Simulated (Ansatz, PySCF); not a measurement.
SnCl3, SMILES [Cl][Sn-]([Cl])[Cl], charge -1. Atoms are numbered in the order given.

```xyz
4

Sn     0.0000     0.0000     0.6259
Cl     1.9216     1.1095    -0.6136
Cl     0.0000    -2.2189    -0.6136
Cl    -1.9216     1.1095    -0.6136
```
Charge -1, spin multiplicity 1.

The structure is a stationary point at B3LYP-D3(BJ)/def2-SVPD. The isomer is the one that the SMILES or the coordinates give; other isomers of the formula were not compared. The def2 effective core potentials stand for the cores of Sn; spin–orbit coupling is left out.

Estimates of the vertical detachment energy (IE) of the anion in eV. Rows of orbital energies are one-electron estimates, which approximate functionals can put far too low.

```csv
level,IE
"−ε(HOMO), −ε(LUMO), HF/def2-TZVPD (PySCF)",5.13
"−ε(HOMO), −ε(LUMO), PBE/def2-TZVPD (PySCF)",(withheld)
"ΔSCF, CAM-B3LYP/def2-SVPD (Ansatz), final states of multiplicity 2",5.02
"ΔSCF, PBE/def2-SVPD (Ansatz), final states of multiplicity 2",4.60
```

### Question
Fill in the missing entries. (The exact figures need the calculation; the answer reports its results.)

### Answer

- −ε(HOMO), −ε(LUMO), PBE/def2-TZVPD (PySCF), IE: 2.01

### Question
What vertical singlet–triplet gap does ΔSCF give with CAM-B3LYP/def2-SVPD (Ansatz, an electronic-structure program) and with PBE/def2-SVPD (Ansatz)? (The exact figures need the calculation; the answer reports its results.)

### Answer
4.34 and 4.04 eV (triplet above singlet where positive).
